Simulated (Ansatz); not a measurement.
The cluster GaAs₂⁻. Charge -1, multiplicity 3. Geometry PBE-D4/def2-TZVPD; atoms count from 1.

```csv
atom,x (Å),y (Å),z (Å)
Ga1,-1.5436,-0.1373,-0.2715
As2,0.9866,-0.7338,-0.6798
As3,0.5570,0.8711,0.9513
```

The highest occupied level of the charge -1 triplet lies above zero (up to 0.06 eV). The electron is either unbound and held by the finite basis, or the level is raised by self-interaction error. At PBE0-D4/def2-TZVPD a singlet of charge -1 lies 0.46 eV below the triplet, each at its own geometry. The structure comes from a short search, and lower isomers may exist.

Problem. Estimate the Mulliken populations from the PBE0/def2-TZVPD orbitals of Ansatz.

Solution. 
| atom | charge (e) | spin (α − β) |
| --- | --- | --- |
| Ga1 | -0.20 | 0.23 |
| As2 | -0.40 | 0.89 |
| As3 | -0.40 | 0.89 |
Mulliken values depend strongly on the basis. With diffuse functions, as here, like atoms can get unlike values, and bond orders can come out too low or too high.

Problem. Where does the spin sit?

Solution. Summed by element: Ga 0.23, As 1.77, of 2 unpaired in all. Largest on single atoms: As3 0.89, As2 0.89, Ga1 0.23.

Problem. And the Mayer bond orders between heavy atoms (over 0.3)?

Solution. Ga1–As2 0.95 (2.63 Å); Ga1–As3 0.95 (2.63 Å); As2–As3 1.68 (2.33 Å).
